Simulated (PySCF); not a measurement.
# Two-component Hartree-Fock for Sm⁵³⁺ (samarium, charge +53)

Start: [He] 2s2 2p5; 2p1/2 filled at m_j = +1/2; 2p3/2 filled at m_j = -3/2, -1/2, +1/2, +3/2. Calculated with PySCF 2.14 in an even-tempered Gaussian basis (17 s from 33 bohr⁻², ratio 2.4; 13 p from 43 bohr⁻², ratio 2.4; 5 d from 150 bohr⁻², ratio 2.6; 4 f from 230 bohr⁻², ratio 2.6): generalised Hartree-Fock with the X2C-1e Hamiltonian and a Gaussian nucleus; one run each with spin-orbit coupling (SO) screened by Boettger's factors, then bare. This is a chosen level, not necessarily the ground level.

```
spinor shell  electrons  ε, screened SO (eV)  ε, bare SO (eV)  weight of nominal j (bare SO)  rms radius, bare SO (bohr)
       1s1/2          2             -51427.6         -51427.9                          1.000                      0.0258
       2s1/2          2             -11753.2         -11753.3                          1.000                       0.102
       2p1/2          1             -11443.2         -11460.3                          1.000                      0.0870
       2p3/2          4             -10787.8         -10781.9                          1.000                      0.0929
```

```tsv
quantity	screened SO	bare SO
E (hartree)	-7096.38119	-7096.11774
M_J	1/2	1/2
⟨J²⟩	0.750	0.750
⟨L²⟩	2.008	2.008
⟨S²⟩	0.758	0.758
```

Each row is a mean over spinors that exchange with the open shell spreads, by up to 17.460 eV (2p3/2).

Breit and QED terms are absent; they matter most for the inner s and p1/2 levels.

Densities and radii are taken from the X2C orbitals without a picture-change correction, which distorts them close to the nucleus.
